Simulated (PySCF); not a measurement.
# Working out the excitation energy of In

In [Kr] 4d10 5s2 5p1 (2P) → In [Kr] 4d10 5s1 5p1 6s1 (4P). Calculation: PySCF 2.14, in aug-cc-pVTZ-PP with ECP28MDF (6s5p4d2f, 55 functions); scalar relativity through the core potential. Frozen: 4s2 4p6 4d10. Energies in hartree (1 hartree = 27.21139 eV):

```tsv
part	In (lower)	In (upper)
UHF	-189.210364	-188.966785
CCSD correlation	-0.041641	-0.009528
(T)	-0.000789	-0.000100
```

What does Hartree-Fock give?

(-188.966785) − (-189.210364) = 0.243579 hartree = 6.628 eV.

What do CCSD and CCSD(T) give?

The CCSD correlation energies differ by 0.032113 hartree = 0.874 eV and the triples by 0.000689 hartree = 0.019 eV, so CCSD gives 7.502 eV and CCSD(T) 7.521 eV.

The upper state lies above the first ionisation limit, but in LS coupling its spin forbids autoionisation to the ground ion; at this Z spin-orbit coupling breaks that rule. A Rydberg-like electron needs more diffuse functions than a valence basis has.
